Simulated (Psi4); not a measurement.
Two rigid molecules brought together: HBr ··· BF3 (SMILES Br and FB(F)F). Monomers: optimised at B3LYP-D3(BJ) (def2-TZVP), held rigid. Orientation: lowest of the rigid-body minima from ten starts at GFN2-xTB. The monomers approach along the line of their centres of mass (distance R); nothing else relaxes.

- PBE/def2-TZVP, counterpoise-corrected (Psi4)
- PBE-D3(BJ)/def2-TZVP, counterpoise-corrected (Psi4)
- SAPT0/jun-cc-pVDZ, frozen core (Psi4)

Interaction energies in kcal/mol; the last columns give the difference from SAPT0:

```tsv
R / Å	PBE/def2-TZVP	PBE-D3(BJ)/def2-TZVP	SAPT0/jun-cc-pVDZ	PBE/def2-TZVP − SAPT0/jun-cc-pVDZ	PBE-D3(BJ)/def2-TZVP − SAPT0/jun-cc-pVDZ
4.40	3.04	2.44	2.81	0.23	-0.37
4.56	0.91	0.38	0.57	0.35	-0.19
4.76	-0.31	-0.77	-0.68	0.37	-0.09
4.98	-0.75	-1.13	-1.07	0.32	-0.06
5.20	-0.80	-1.10	-1.05	0.26	-0.05
5.35	-0.74	-1.01	-0.96	0.23	-0.04
5.70	-0.54	-0.73	-0.72	0.18	-0.01
5.95	-0.42	-0.56	-0.57	0.16	0.02
6.46	-0.24	-0.32	-0.36	0.12	0.04
7.14	-0.12	-0.16	-0.20	0.08	0.04
8.17	-0.06	-0.07	-0.10	0.04	0.03
9.49	-0.03	-0.03	-0.05	0.02	0.01
```

PBE/def2-TZVP is furthest from SAPT0/jun-cc-pVDZ at 4.76 (0.37 kcal/mol, above); its mean absolute difference over the points is 0.20 kcal/mol.

PBE-D3(BJ)/def2-TZVP is furthest from SAPT0/jun-cc-pVDZ at 4.40 (-0.37 kcal/mol, below); its mean absolute difference over the points is 0.08 kcal/mol.
